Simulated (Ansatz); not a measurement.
Relaxation of BBrClH₃ (6 atoms, charge 0, multiplicity 1), to a largest force component of 0.03 eV/Å in at most 50 steps.

Theory: Ansatz 0.2.0, RKS PBE0-D4/def2-SVP.

```xyz
6
Properties=species:S:1:pos:R:3
B 0.021 -0.445 -0.368
Cl -0.001 0.262 2.606
H 1.079 0.095 -0.522
H -1.067 0.035 -0.519
Br 0.078 -2.404 0.027
H 0.044 -1.056 2.424
```

Problem. Where does it end, and by what steps?

Solution. The forces met the threshold. After 7 steps the energy has fallen by 0.101 eV; Cl2 moved furthest, 0.25 Å.

| step | energy less start (eV) | largest force component (eV/Å) | accepted |
| --- | --- | --- | --- |
| 0 | 0.0000 | 1.215 | yes |
| 1 | -0.0627 | 1.048 | yes |
| 2 | -0.0786 | 0.751 | yes |
| 3 | -0.0840 | 0.890 | yes |
| 4 | -0.0979 | 0.265 | yes |
| 5 | -0.0993 | 0.102 | yes |
| 6 | -0.1004 | 0.047 | yes |
| 7 | -0.1006 | 0.021 | yes |

```xyz
6
Properties=species:S:1:pos:R:3
B 0.022 -0.474 -0.307
Cl 0.002 0.239 2.359
H 1.070 0.093 -0.462
H -1.057 0.032 -0.459
Br 0.078 -2.384 -0.118
H 0.041 -1.019 2.635
```

Whether the end is a true minimum wasn't checked by a vibrational analysis.

Time of the run: 25 s on 1 thread of Arm Neoverse V1, on a shared host, peak memory 0.16 GiB.
